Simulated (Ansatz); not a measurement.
(BeTe)6 ring (Be₆Te₆) was relaxed with r2SCAN-D4 (def2-SVP) in Ansatz in these states: charge +1 doublet, neutral singlet. The geometries follow in no particular order.

In the def2 sets Te takes a core potential; there is no spin–orbit coupling.

A:

```xyz
12

Be    2.037   -1.059    1.061
Te    0.685   -1.588    2.764
Be    0.416    0.623    2.435
Te    0.277    2.861    2.320
Be   -0.076    2.514    0.129
Te   -0.558    2.419   -2.070
Be   -2.030    1.064   -1.069
Te   -3.233   -0.443    0.065
Be   -1.666   -1.619   -1.046
Te   -0.290   -2.872   -2.301
Be    1.319   -1.519   -1.512
Te    3.119   -0.381   -0.776
```

B:

```xyz
12

Be   -0.9675    0.5201    1.6633
Te    0.9960   -0.1613    2.7875
Be    1.7039   -1.0318    0.6625
Te    0.6269   -2.7405   -0.5955
Be   -1.2749   -1.3591   -0.9714
Te   -0.9964    0.1626   -2.7868
Be    0.9676   -0.5217   -1.6631
Te    2.8205    0.5815   -0.6957
Be    1.2759    1.3596    0.9724
Te   -0.6256    2.7390    0.5933
Be   -1.7052    1.0319   -0.6627
Te   -2.8209   -0.5802    0.6962
```

Problem. Judge from the bond lengths which geometry belongs to which state (an estimate).

Solution. A is the neutral singlet (Te2–Be3 2.252 Å, Te8–Be9 2.252 Å, Te4–Be5 2.245 Å); B is the charge +1 doublet (Te2–Be3 2.403 Å, Te8–Be9 2.403 Å, Te4–Be5 2.380 Å).
